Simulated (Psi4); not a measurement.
acetamide (C$_{2}$H$_{5}$NO), singlet, geometry from GFN2-xTB; Psi4 with BLYP/3-21G.

Input for Psi4:
```
memory 2 GB

molecule mol {
0 1
O     0.423788    1.313354   -0.109836
C     0.078837    0.159624   -0.013024
N     0.973498   -0.854778    0.086367
C    -1.363696   -0.299149    0.009924
H     0.689990   -1.814131    0.166908
H    -2.017251    0.563523   -0.073322
H    -1.551838   -0.975164   -0.821075
H    -1.572827   -0.821031    0.940975
H     1.956287   -0.639434    0.079237
}

set {
  basis 3-21g
  reference rks
  df_basis_scf cc-pvqz-jkfit
}

energy('blyp')
print_variables()
```

Output, abridged:

```
   => Loading Basis Set <=

    Name: 3-21G
    Role: ORBITAL
    Keyword: BASIS

         ---------------------------------------------------------
                                   SCF
               by Justin Turney, Rob Parrish, Andy Simmonett
                          and Daniel G. A. Smith
                              RKS Reference
         ---------------------------------------------------------

  ==> Geometry <==

    Molecular point group: c1
    Full point group: C1

    Geometry (in Angstrom), charge = 0, multiplicity = 1:

       Center              X                  Y                   Z               Mass
    ------------   -----------------  -----------------  -----------------  -----------------
         O            0.381832325009     1.251560945654    -0.104930604662    15.994914619570
         C            0.036881325009     0.097830945654    -0.008118604662    12.000000000000
         N            0.931542325009    -0.916571054346     0.091272395338    14.003074004430
         C           -1.405651674991    -0.360942054346     0.014829395338    12.000000000000
         H            0.648034325009    -1.875924054346     0.171813395338     1.007825032230
         H           -2.059206674991     0.501729945654    -0.068416604662     1.007825032230
         H           -1.593793674991    -1.036957054346    -0.816169604662     1.007825032230
         H           -1.614782674991    -0.882824054346     0.945880395338     1.007825032230
         H            1.914331325009    -0.701227054346     0.084142395338     1.007825032230

  Running in c1 symmetry.

  Rotational constants: A =      0.36377  B =      0.31453  C =      0.17418 [cm^-1]
  Rotational constants: A =  10905.54432  B =   9429.40975  C =   5221.72002 [MHz]
  Nuclear repulsion =  122.321652120937642

  Charge       = 0
  Multiplicity = 1
  Electrons    = 32
  Nalpha       = 16
  Nbeta        = 16

  ==> Algorithm <==

  SCF Algorithm Type is DF.
  DIIS enabled.
  MOM disabled.
  Fractional occupation disabled.
  Guess Type is SAD.
  Energy threshold   = 1.00e-06
  Density threshold  = 1.00e-06
  Integral threshold = 1.00e-12

  ==> Primary Basis <==

  Basis Set: 3-21G
    Blend: 3-21G
    Number of shells: 30
    Number of basis functions: 46
    Number of Cartesian functions: 46
    Spherical Harmonics?: false
    Max angular momentum: 1

  ==> DFT Potential <==

   => LibXC <=

    Version 7.1.2
[...]
   @DF-RKS iter   5:  -207.97977965464952   -1.31241e-02   8.39047e-04 DIIS/ADIIS
   @DF-RKS iter   6:  -207.98041635215242   -6.36698e-04   2.37934e-04 DIIS/ADIIS
   @DF-RKS iter   7:  -207.98047400326351   -5.76511e-05   5.47055e-05 DIIS
   @DF-RKS iter   8:  -207.98047691411784   -2.91085e-06   1.11358e-05 DIIS
   @DF-RKS iter   9:  -207.98047708264815   -1.68530e-07   1.40343e-06 DIIS
   @DF-RKS iter  10:  -207.98047708486311   -2.21496e-09   2.33612e-07 DIIS
  Energy and wave function converged.

  ==> Post-Iterations <==

   Electrons on quadrature grid:
      Ntotal   =   31.9999844981 ; deviation = -1.550e-05

    Orbital Energies [Eh]
    ---------------------

    Doubly Occupied:

[...]
      16A     -0.171835

    Virtual:

[...]
    Final Occupation by Irrep:
              A
    DOCC [    16 ]
    NA   [    16 ]
    NB   [    16 ]

  @DF-RKS Final Energy:  -207.98047708486311

   => Energetics <=

    Nuclear Repulsion Energy =            122.3216521209376424
    One-Electron Energy =                -524.6226471714811623
    Two-Electron Energy =                 222.4532975762065803
    DFT Exchange-Correlation Energy =     -28.1327796105261818
    Empirical Dispersion Energy =           0.0000000000000000
    VV10 Nonlocal Energy =                  0.0000000000000000
    Total Energy =                       -207.9804770848631108

Computation Completed

Properties will be evaluated at   0.000000,   0.000000,   0.000000 [a0]

Properties computed using the SCF density matrix

 Multipole Moments:

 ------------------------------------------------------------------------------------
     Multipole            Electronic (a.u.)      Nuclear  (a.u.)        Total (a.u.)
 ------------------------------------------------------------------------------------

 L = 1.  Multiply by 2.5417464519 to convert [e a0] to [Debye]
 Dipole X            :          2.5517394           -2.5371172            0.0146222
 Dipole Y            :          2.3571065           -3.7367043           -1.3795978
 Dipole Z            :         -0.1757900            0.2966429            0.1208528
 Magnitude           :                                                    1.3849582

 ------------------------------------------------------------------------------------

  Variable Map:
  ----------------------------------------------------------------------------
[...]
  Array Variable Map:
  ----------------------------------------------------------------------------
[...]
[...]
```
